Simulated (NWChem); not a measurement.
System: C2H5ClOSi; SMILES C[Si@@H](C=O)Cl

```xyz
10

C      2.0204    -0.0083    -0.2621
Si     0.2621    -0.0859     0.3432
Cl    -0.6887    -1.8276    -0.2718
C     -0.7093     1.4163    -0.3801
O     -0.1850     2.5035    -0.3676
H      2.0702    -0.2063    -1.3431
H      2.4064     1.0068    -0.0764
H      2.6607    -0.7348     0.2591
H      0.1709    -0.0129     1.8301
H     -1.7471     1.2854    -0.7961
```
Atoms are numbered in this order, from 1.

All runs use the structure optimised with PBE0/def2-SVP.

Task: Give the principal values of the shielding tensors (ppm) of C1, Si2, Cl3, C4, O5 from PBE0/pcSseg-1, GIAO (NWChem), with their diamagnetic and paramagnetic parts as GIAO splits them.

Result: 
| atom | σ11 | σ22 | σ33 | isotropic | diamagnetic | paramagnetic |
|---|---|---|---|---|---|---|
| C1 | 177.0 | 189.2 | 193.8 | 186.7 | 254.8 | -68.1 |
| Si2 | 289.1 | 378.8 | 431.3 | 366.4 | 879.8 | -513.4 |
| Cl3 | 934.5 | 955.9 | 1043.5 | 978.0 | 1148.5 | -170.5 |
| C4 | -176.3 | -90.9 | 81.8 | -61.8 | 253.6 | -315.4 |
| O5 | -1656.2 | -556.8 | 402.4 | -603.5 | 401.5 | -1005.1 |
